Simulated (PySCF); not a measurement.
Computed with PBE in PySCF with Mo def2-SVP with ECP28, O def2-SVP, Cl def2-SVP; scalar-relativistic core potentials, no spin–orbit coupling; density-fitted integrals. Open shells, if any, are unrestricted.

Question: What spin state, shape and geometry does isolated MoOCl₂ take (every ligand bound to Mo)?

Answer: Formally Mo is in oxidation state +4, d2, with 2 unpaired electrons (the high-spin count). The Mulliken spin on Mo is 2.04. The polar-tensor charge on Mo, 1.52, is far below the formal one. The lowest minimum found is a triplet of C2v symmetry with Mo–Cl 2.288 Å (×2), Mo–O 1.667 Å; Cl–Mo–Cl 119.9°, Cl–Mo–O 120.0° (×2). Its harmonic wavenumbers are 97 (a1), 106 (b1), 177 (b2), 377 (a1), 424 (b2), 1030 (a1) cm⁻¹ and its dipole moment is 0.12 D.

This need not be the most stable arrangement of these atoms. Open d and f shells are described by one determinant, and the ground state may have another occupation or spin.
